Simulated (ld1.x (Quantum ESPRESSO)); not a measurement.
Logarithmic derivatives: nickel (Ni), TM

```json
{
  "Element": "Ni (Z = 28)",
  "Generator": "ld1.x (Quantum ESPRESSO) 7.5",
  "Type": "norm-conserving Troullier–Martins (Kleinman–Bylander form)",
  "Functional": "PBE",
  "Relativity": "scalar-relativistic",
  "Frozen core": "[Ne] 3s2",
  "Valence charge": "16",
  "Reference configuration": "3p6 3d8 4s2 4p0",
  "Partial waves": "4s (bound): rc 1.95 bohr; 3p (bound): rc 1.20 bohr; 3d (bound): rc 1.15 bohr",
  "Local potential": "the d channel",
  "Core correction": "none"
}
```

The phase is arctan(r·u′/u) with u = r·R(r), unwrapped; energies in Ry, scanned from -7 to 5 Ry. A pole is an energy at which the radial function vanishes at the test radius. The pseudo phase is shifted by a multiple of π to meet the all-electron one at the reference energy, and phase errors are pseudo minus all-electron; the curves can meet again beyond the range given. Levels narrower than the energy grid can be missing from the lists of poles.

**Question.** For each channel, where are the poles, and over which energies does the pseudopotential scatter like the atom?

**Answer.**

```json
{"channel": "s", "radius (bohr)": "2.14", "reference energy (Ry)": "-0.41", "poles, all-electron": "3.04", "poles, pseudo": "2.19", "unbroken range about the reference energy with phases within 0.05 rad": "below 1.7", "phase error 1 Ry above the reference energy (rad)": "-0.020"}
{"channel": "p", "radius (bohr)": "2.14", "reference energy (Ry)": "-5.25", "poles, all-electron": "-5.21, 4.35", "poles, pseudo": "-5.21, 4.51", "unbroken range about the reference energy with phases within 0.05 rad": "below 0.5", "phase error 1 Ry above the reference energy (rad)": "+0.000"}
{"channel": "d", "radius (bohr)": "2.14", "reference energy (Ry)": "-0.65", "poles, all-electron": "-0.42", "poles, pseudo": "-0.42", "unbroken range about the reference energy with phases within 0.05 rad": "below 2.0", "phase error 1 Ry above the reference energy (rad)": "+0.003"}
```

Note: ghost state, extra bound levels that the all-electron valence spectrum of the same l lacks: s at -365.2 eV. A true bound ghost makes a file unfit for plane-wave use.

Phases in the s channel:

```csv
E (Ry),all-electron,pseudo
-7.00,1.383,1.376
-6.48,1.372,1.367
-5.96,1.361,1.356
-5.44,1.348,1.343
-4.92,1.332,1.328
-4.40,1.314,1.310
-3.88,1.291,1.287
-3.36,1.262,1.257
-2.84,1.222,1.217
-2.32,1.164,1.159
-1.80,1.075,1.069
-1.28,0.916,0.911
-0.76,0.583,0.581
-0.24,-0.121,-0.122
0.28,-0.841,-0.855
0.80,-1.187,-1.211
1.32,-1.353,-1.389
1.84,-1.448,-1.503
2.36,-1.511,-1.605
2.88,-1.558,-1.768
3.40,-1.596,-2.956
3.92,-1.630,-4.443
4.44,-1.662,-4.603
4.96,-1.695,-4.669
```
